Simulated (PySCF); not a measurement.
`ClC[B@H-]1[PH2+][B@@H-](Cl)[PH2+]1`, CH8B2Cl2P2

Cartesian coordinates in Å; atom numbers follow the order of the lines, from 1:
```xyz
15

Cl   -1.529   -2.120    0.187
C    -2.019   -0.423    0.520
B    -0.770    0.578    0.281
P     0.902    0.032    1.156
B     1.905    0.450   -0.489
Cl    3.101   -0.833   -0.972
P     0.174    0.325   -1.422
H    -2.387   -0.416    1.546
H    -2.864   -0.223   -0.139
H    -0.996    1.725    0.477
H     0.954   -1.314    1.453
H     1.293    0.523    2.395
H     2.348    1.547   -0.490
H    -0.100    1.083   -2.553
H    -0.014   -0.926   -1.973
```

Theory: PySCF, GIAO CAM-B3LYP/pcSseg-1 magnetisability, rotational g tensor and spin-rotation constants, non-relativistic, gas phase. Geometry: GFN2-xTB.

(1) What are the magnetisability and the molar susceptibility?

(2) Split it along the inertial axes a, b, c into diamagnetic and paramagnetic parts about the centre of mass, with the quadrupole moment.

(3) And the rotational g tensor?

## Answers

(1) Isotropic -1814 × 10⁻³⁰ J/T², or -109.3 × 10⁻⁶ cm³/mol; principal values -1916, -1802, -1725 × 10⁻³⁰ J/T², anisotropy 166 × 10⁻³⁰ J/T² (root of half the summed squared differences of the principal values). The susceptibility is in cgs units.

(2) 
| axis | χ (10⁻⁶ cm³/mol) | diamagnetic (10⁻⁶ cm³/mol) | paramagnetic (10⁻⁶ cm³/mol) | summed x² of all electrons (Å²) | quadrupole Θ (D Å) |
| --- | --- | --- | --- | --- | --- |
| a | -110.9 | -773.6 | 662.7 | 309.3 | -14.92 |
| b | -108.4 | -1690.4 | 1582.0 | 93.2 | -1.92 |
| c | -108.5 | -1707.8 | 1599.2 | 89.1 | +16.84 |

Anisotropies 2χaa − χbb − χcc = -4.9 and 2χbb − χaa − χcc = +2.7 × 10⁻⁶ cm³/mol. Θ is traceless in Buckingham's convention.

(3) 
| axis | rotational constant (GHz) | g | nuclear part | electronic part |
| --- | --- | --- | --- | --- |
| a | 1.8055 | -0.0110 | 0.5511 | -0.5621 |
| b | 0.7143 | -0.0078 | 0.5231 | -0.5309 |
| c | 0.7025 | -0.0112 | 0.5166 | -0.5278 |

Asymmetric top; isotopes 11B, 12C, 35Cl, 1H, 31P; no vibrational averaging.
